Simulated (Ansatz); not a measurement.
`N[SiH2]CF` + H–F → `N[SiH2]F` + `CF`  (ligand exchange at the Si–C bond)

Calculated with Ansatz (gas phase, PBE0-D4/def2-TZVP geometries, no zero-point term in ΔE). CCSD(T)/CBS adds triple-zeta CCSD(T) − MP2 to the extrapolated MP2 energy (def2 sets, frozen cores). This one scheme is used for every species. Functionals use def2-TZVPP. One conformer a species, not always the lowest.

`N[SiH2]CF`:

Cartesian coordinates in Å:
```
N -0.711 1.449 -0.084
Si 0.556 0.359 0.309
C -0.064 -1.389 -0.055
F -0.414 -1.477 -1.407
H -0.675 2.402 0.240
H -1.122 1.400 -1.004
H 1.832 0.545 -0.444
H 0.852 0.489 1.761
H 0.699 -2.148 0.147
H -0.953 -1.630 0.536
```

H–F:

```xyz
2

F    -0.252   -0.269   -0.275
H     0.252    0.269    0.275
```

`N[SiH2]F`:

Z-matrix (Å, degrees):
```
Si
F 1 1.605
N 1 1.696 2 114.6
H 1 1.479 2 105.8 3 -119.3
H 1 1.479 2 105.8 3 119.3
H 3 1.006 1 122.0 2 77.5
H 3 1.006 1 122.0 2 -77.5
```

`CF`:

Cartesian coordinates in Å:
```
C 0.055 0.023 -0.014
F -1.183 -0.491 0.301
H 0.460 0.540 0.859
H -0.050 0.724 -0.845
H 0.718 -0.796 -0.301
```

(1) Is it downhill or uphill in electronic energy at CCSD(T)/CBS, and by how much? (Estimate.)

(2) What do these levels give: LDA (SPW92), PBE0-D4, BHLYP, CAM-B3LYP, HF/def2-TZVPP, SCS-MP2/def2-QZVPP? (Estimate.)

(3) What do rigid-rotor, harmonic-oscillator terms from PBE0-D4/def2-TZVP frequencies (298.15 K, 1 bar) make of the CCSD(T)/CBS value? (Best estimate.)

Largest T1 diagnostic among the species: 0.011.

## Answers

(1) Ansatz gave: Downhill: ΔE = -173.2 kJ/mol.

(2) The calculation gave: LDA (SPW92) -162.4, PBE0-D4 -165.9, BHLYP -189.3, CAM-B3LYP -185.0, HF/def2-TZVPP -199.3, SCS-MP2/def2-QZVPP -181.1 kJ/mol.

(3) The calculation gave: ΔZPE = +8.7 kJ/mol, ΔH = -167.7 kJ/mol, ΔS = 4 J/(mol·K), ΔG = -169.0 kJ/mol.

From BLYP to BHLYP (50 % exact exchange), in def2-TZVPP and without D4, ΔE moves by −8.8 kJ/mol. In def2-TZVPP, CCSD(T) changes the Hartree–Fock value by +25.2 kJ/mol (the triples alone add +3.1 kJ/mol) and MP2 by +22.9 kJ/mol. Leaving LDA and LC-ωPBE aside and taking each functional with its dispersion term where it has one, the values, not all of them listed here, spread over 26.8 kJ/mol, from BHLYP-D4 to revPBE-D4. LDA lies +3.4 kJ/mol from PBE without D4.
